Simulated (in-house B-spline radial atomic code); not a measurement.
Settings and results of a run for the zirconium ion Zr⁴⁺ (an excited or competing configuration). All numbers are computed (scalar-relativistic (X2C) CAM-B3LYP, spin-polarised, spherical fractional occupations; Fermi nucleus of rms radius 4.2694 fm) with a radial B-spline atomic code at the basis-set limit, not measured.

Command:
```bash
python run_scf.py task.json out
```
Settings (nuclear radius in fm, mass in u):
```
Z                40
configuration    [Ar] 3d10 4s1 4p6 5s1
hamiltonian      x2c
method           camb3lyp
spin_polarised   True
nucleus          fermi
rms_radius       4.2694
atomic_mass      89.9047
speed_of_light   137.035999084
```

Output (hartree, bohr):
```
 radial grid: 70 intervals, B-splines of order 8, outer radius 30.8511 bohr

 iter        energy (Eh)    residual
    1       -3589.457638    4.22e-01
    2       -3592.443772    2.14e-01
    3       -3593.223117    3.90e-02
    4       -3593.259085    1.40e-02
    5       -3593.261704    4.38e-03
    6       -3593.262108    1.01e-03
    7       -3593.262118    1.13e-04
    8       -3593.262118    1.58e-05
    9       -3593.262118    1.08e-06
   10       -3593.262118    4.47e-08

 total energy                     -3593.26212
 kinetic                            3713.3437
 electron-nucleus                  -8604.5109
 Hartree                            1411.4229
 exact exchange                      -24.1309
 exchange-correlation                -89.3870

 orbital      occ     eigenvalue          <r>       <r^2>       <1/r>       r_max
 1s up      1.000      -658.3937    0.0365892  0.00181654     42.4985     0.02358
 1s down    1.000      -658.3804    0.0365896  0.00181657      42.498     0.02358
 2s up      1.000       -93.5157     0.162156   0.0310632     9.47667      0.1369
 2s down    1.000       -93.5039     0.162165   0.0310662     9.47588      0.1369
 2p up      3.000       -83.6014     0.141515   0.0244971     9.03735      0.1093
 2p down    3.000       -83.5932     0.141517   0.0244973     9.03723      0.1093
 3s up      1.000       -17.2331     0.457549    0.240142     3.18864      0.4079
 3s down    1.000       -17.2109     0.457715    0.240285      3.1866      0.4081
 3p up      3.000       -13.9811     0.461151    0.247855     2.99436       0.402
 3p down    3.000       -13.9657     0.460907    0.247512     2.99524       0.402
 3d up      5.000        -8.6345      0.45134    0.246096     2.74443      0.3471
 3d down    5.000        -8.6208     0.450771    0.245326     2.74655      0.3471
 4s up      1.000        -3.9866      1.16954     1.54277     1.16576       1.059
 4p up      3.000        -3.0737       1.2857     1.87836     1.04067       1.144
 4p down    3.000        -2.9949      1.29155      1.8958     1.03512       1.148
 5s up      1.000        -1.4298      2.62345     7.66635     0.50354       2.478

 Slater integrals (Eh)
   F0(4p up,4p up)               0.699462
   F2(4p up,4p up)               0.370947
   F0(4p up,4p down)             0.697881
   F2(4p up,4p down)             0.370044
   F0(4p up,5s up)               0.417419
   G1(4p up,5s up)               0.038546
   F0(4p down,4p down)           0.696312
   F2(4p down,4p down)           0.369156
   F0(4p down,5s up)             0.417123
   F0(5s up,5s up)               0.341963
```

Run time, properties included: 0.89 s on 1 thread of x86-64 server CPU, with other jobs on the host.

One-electron X2C: radii and densities carry no picture-change correction, so inner-shell <1/r> comes out high (for 1s by about 2 % at Z = 33, 5 % at 54, 10 % at 75, 30 % at 118) and <r> low.
